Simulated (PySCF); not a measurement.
BaBr, optimised at GFN2-xTB:

```xyz
2

Ba     0.0016    -1.0327     0.9470
Br    -0.0016     1.0327    -0.9470
```

Energies from PySCF (xtb for GFN2), thermal terms from the rigid-rotor harmonic-oscillator model, ideal gas at 1 bar. Open shells (unrestricted): BaBr (multiplicity 2). GFN2 has no spin-polarisation term. Ba: scalar-relativistic def2 core potential, no spin-orbit coupling. Br: all electrons, no relativistic terms.

List the harmonic frequencies (cm⁻¹, unscaled) at this level and at the other levels, each on its own geometry.


- GFN2-xTB: 143
- PBE/def2-SVP: 191
- PBE0/def2-TZVP: 192
